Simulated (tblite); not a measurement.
Compound: C₄H₉GeNOSi.
Atom-mapped SMILES: `[SiH3:1][NH:2][GeH2:3][c:4]1[cH:5][cH:6][cH:7][o:8]1` (hydrogens: H9, H10, H11 on Si1; H12 on N2; H13, H14 on Ge3; H15 on C5; H16 on C6; H17 on C7)

Computed with GFN2-xTB (tblite), gas phase: L-BFGS steps from a force-field or distance-geometry start until the largest atomic force falls under 0.01 eV/Å.

Geometry at step 160:
```
atom  x, y, z in Å
Si1    -2.4980    1.0176    0.2898
N2     -2.1127   -0.6323    0.6489
Ge3    -0.7149   -1.5708   -0.0470
C4      0.9216   -0.5369    0.1079
C5      1.5666    0.4016   -0.6471
C6      2.6794    0.8320    0.1117
C7      2.6239    0.1337    1.2807
O8      1.5696   -0.6906    1.2896
H9     -1.4745    1.9507    0.7905
H10    -3.7792    1.2707    0.9544
H11    -2.5752    1.1321   -1.1689
H12    -2.5684   -1.0284    1.4595
H13    -1.0048   -1.8364   -1.5022
H14    -0.5967   -2.8559    0.7289
H15     1.2766    0.7199   -1.6297
H16     3.4185    1.5574   -0.1650
H17     3.2612    0.1478    2.1374
```

**Question.** What forces act on the atoms?

**Answer.** 
| atom | Fx (eV/Å) | Fy (eV/Å) | Fz (eV/Å) |
| --- | --- | --- | --- |
| Si1 | 0.015 | -0.006 | 0.011 |
| N2 | -0.089 | -0.091 | 0.101 |
| Ge3 | 0.033 | 0.023 | 0.009 |
| C4 | -0.065 | -0.033 | 0.092 |
| C5 | 0.022 | -0.075 | 0.001 |
| C6 | -0.026 | -0.022 | 0.056 |
| C7 | -0.058 | 0.091 | -0.242 |
| O8 | -0.010 | 0.023 | -0.057 |
| H9 | -0.019 | -0.029 | -0.009 |
| H10 | 0.028 | -0.022 | -0.023 |
| H11 | -0.007 | 0.009 | 0.016 |
| H12 | 0.137 | 0.072 | -0.133 |
| H13 | -0.010 | 0.020 | 0.031 |
| H14 | -0.027 | 0.071 | -0.022 |
| H15 | 0.037 | 0.022 | 0.024 |
| H16 | -0.035 | -0.010 | -0.013 |
| H17 | 0.075 | -0.042 | 0.159 |

The largest, 0.26 eV/Å, acts on C7; the rms over all components is 0.065 eV/Å. The forces sum to zero within rounding, as they must for an isolated molecule in no field.

**Question.** Give the force on C7 in Eh/bohr and in nN.

**Answer.** 0.265 eV/Å ÷ 51.422 = 0.00515 Eh/bohr, and 0.265 eV/Å × 1.602 = 0.42 nN.

**Question.** How far is this geometry from the end of the optimisation?

**Answer.** 0.022 eV above it, and 0.300 Å rms away after alignment. The bonds farthest from their final lengths, with half the difference of the two atoms' forces along the bond (positive lengthens):

```csv
bond,now (Å),final (Å),force along bond (eV/Å)
Ge3–H13,1.507,1.499,-0.01
C7–H17,1.068,1.073,+0.20
Ge3–H14,1.506,1.502,-0.03
N2–Ge3,1.822,1.819,+0.04
Si1–H11,1.465,1.462,0.00
C6–C7,1.363,1.360,-0.16
```

The angle farthest from its final value is Ge3–N2–H12, 116.8° against 114.4°.

The cost below is that of the whole relaxation. On one thread, Arm Neoverse V1 (aarch64), no GPU (shared host), this took 1.7 s wall.
